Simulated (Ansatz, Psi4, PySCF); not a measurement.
Molecule: C₄H₆S (charge 0, singlet). SMILES: C1=CCSC1
Geometry: optimised at B3LYP-D3(BJ)/def2-TZVP (Ansatz, a program for electronic structure).

wB97X-D/6-31G* beside other levels, property by property. Conventions: UHF or UKS for open shells; 6-31G* and kin with 6d, 5d where marked; no spin-orbit coupling; frozen cores in correlated levels; non-relativistic; atomisation electronic, to ground-state atoms; dispersion terms only where a functional's name holds one; 6-311+G** with 5d, 6d on Na to Ar in Ansatz. CBS marks a two-point X^-3 extrapolation of the correlation energy; Hartree-Fock from the larger set. [CCSD(T)-MP2]/basis is that difference in the basis named. First-principles rows: single points at B3LYP-D3(BJ) geometries (Ansatz), with unscaled harmonic terms from B3LYP/6-31G* (Ansatz) at its own minima, enthalpies of formation by atomisation with measured atoms.

Measured values: CRC Handbook, as tabulated in the package chemicals; NIST CCCBDB, as tabulated in the package chemicals; they hold spin-orbit and core effects, anharmonicity. Coupled cluster (Ansatz) is a level with limits of its own, used here on species with T1 under 0.025 (0.045 for open shells) and stable references: (a) RI-MP2/CBS(aug-cc-pV(T+d)Z,aug-cc-pV(Q+d)Z)+[CCSD(T)-MP2]/aug-cc-pV(T+d)Z; (b) RI-MP2/CBS(cc-pV(T+d)Z,cc-pV(Q+d)Z)+[CCSD(T)-MP2]/cc-pV(T+d)Z.

```tsv
property	wB97X-D/6-31G* (Psi4)	B3LYP/6-31G* (Ansatz)	B3LYP/6-311+G** (Ansatz)	M06-2X/6-31G* (5d) (PySCF)	to compare with
proton affinity at S (heteroatom site), enthalpy at 298 K, to C1=CC[SH+]C1 (kcal/mol)	200.0	199.4	199.2	195.3	200.0 coupled cluster (b)
enthalpy of formation at 298 K (kcal/mol)	23.0	32.8	40.8	19.9	20.8 measured
size of the dipole moment (D)	2.06	1.99	1.89	2.00	1.75 measured
atomisation energy (kcal/mol)	1084.4	1074.5	1066.5	1087.4	1085.8 coupled cluster (a)
```

As the rows show:
- proton affinity at S (heteroatom site), enthalpy at 298 K, to C1=CC[SH+]C1: wB97X-D/6-31G* equals coupled cluster.
- enthalpy of formation at 298 K: wB97X-D/6-31G* lies 2.2 kcal/mol above the measured value.
- size of the dipole moment: wB97X-D/6-31G* lies 0.31 D above the measured value.
- atomisation energy: wB97X-D/6-31G* lies 1.4 kcal/mol below coupled cluster.

The properties are those with a value to compare with, at most eight drawn at random. No case is left out for the size of its miss. Left out are saddle points of the reference geometry, anions that the best level run finds unbound, excited spin states, species near biochemistry, 298 K rows of species without real B3LYP wavenumbers, cases with under five habitual levels, runs that failed or that the program found above a lower state of the same kind, table entries that another table contradicts, and a share of species set aside by lot.
